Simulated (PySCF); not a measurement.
Excitations are Tamm–Dancoff values on a coarser integration grid. The basis has no diffuse functions, so Rydberg states are missing or too high.

Z-matrix (Å, degrees):
```
Ge
O 1 1.7532
C 2 1.4080 1 121.25
H 3 1.1007 2 108.09 1 167.09
H 3 1.1033 4 108.46 2 121.76
H 3 1.1047 4 108.06 5 117.17
O 1 1.7532 2 115.51 3 73.98
C 7 1.4080 1 121.25 2 73.99
H 8 1.1007 7 108.09 1 167.09
H 8 1.1033 9 108.46 7 121.76
H 8 1.1047 9 108.06 10 117.17
O 1 1.7532 2 106.54 3 -44.11
C 12 1.4080 1 121.25 2 167.96
H 13 1.1007 12 108.09 1 -167.14
H 13 1.1033 14 108.46 12 -121.76
H 13 1.1047 14 108.06 15 -117.17
O 1 1.7532 2 106.54 3 -167.94
C 17 1.4080 1 121.25 2 44.10
H 18 1.1007 17 108.09 1 -167.17
H 18 1.1033 19 108.46 17 -121.76
H 18 1.1047 19 108.06 20 -117.17
```
Charge 0, spin multiplicity 1.

### Question
What is the computed HOMO–LUMO gap, LUMO, S1 excitation (TDA), dipole moment and total energy (M06-2X/def2-TZVP // PBE0-D3(BJ)/def2-SVP (PySCF))?

### Answer

The HOMO–LUMO gap is 10.86 eV and the LUMO is 1.16 eV. The S1 excitation (TDA) comes out as 7.54 eV. The dipole moment is 0.00 D and the total energy comes out as -69052.26 eV.
